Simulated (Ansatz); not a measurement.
H6OSSiSn (`O[SiH](S)[SnH3]`), relaxed with RKS PBE-D4/def2-SVP in Ansatz 0.2.0 from a rough embedded geometry. The force threshold is 0.03 eV/Å; the program also tests the step.

Total charge 0; spin multiplicity 1. Sn takes the def2 core potential.

Start:

```xyz
10

O     1.144   -0.972   -1.458
Si    0.587    0.442   -0.708
S     2.162    1.218    0.476
Sn   -1.300   -0.139    0.806
H     0.359   -1.288   -2.042
H     0.186    1.464   -1.701
H     2.262    0.059    1.290
H    -2.609   -0.802   -0.208
H    -1.931    1.335    1.593
H    -0.860   -1.317    1.952
```

Question: How much energy does the relaxation release, and in how many steps? (Best estimate.)

Answer: Ansatz gave: 26.30 kJ/mol, in 10 steps, 1 of them rejected.

Question: Which bonds change most? (Estimate.)

Answer: The calculation gave: Si2–Sn4 from 2.488 to 2.592 Å; Sn4–H9 from 1.786 to 1.728 Å; S3–H7 from 1.419 to 1.364 Å; O1–H5 from 1.029 to 0.974 Å.

Question: Give the relaxed structure. (An estimate is asked.)

Answer: Computed: 
```xyz
10

O     1.104   -0.864   -1.651
Si    0.616    0.470   -0.743
S     2.268    1.127    0.475
Sn   -1.399   -0.127    0.774
H     0.378   -1.431   -1.970
H     0.340    1.679   -1.598
H     2.282    0.003    1.248
H    -2.656   -0.972   -0.074
H    -2.087    1.285    1.494
H    -0.846   -1.170    2.044
```
